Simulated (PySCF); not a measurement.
Radial density of Sc (scandium, neutral)

TPSS, [Ar] 3d1 4s2, 2D determinant. Computed with PySCF 2.14 in cc-pVTZ-DK (7s6p4d2f1g, 68 functions), with scalar relativity by spin-free X2C-1e.

```csv
r (bohr),4πr²ρ (e/bohr),4πr²(ρα − ρβ)
0.00131,0.1678,0.0000
0.00220,0.4305,0.0000
0.00370,1.081,0.0000
0.00622,2.618,0.0000
0.0105,5.953,0.0001
0.0176,12.10,0.0002
0.0296,20.30,0.0003
0.0498,24.88,0.0001
0.0838,20.56,-0.0004
0.141,19.39,0.0012
0.237,26.38,0.0191
0.399,14.85,0.1064
0.671,7.170,0.3263
1.13,8.089,0.4775
1.90,2.094,0.3313
3.19,0.7621,0.1311
5.37,0.2266,0.0148
9.03,0.007079,0.0000
```

Densities and radii are taken from the X2C orbitals without a picture-change correction, which distorts them close to the nucleus.

⟨L²⟩ = 7.28 against 6 for a pure D term, so this real determinant mixes terms. ⟨S²⟩ = 1.12 against 0.75 shows spin contamination.
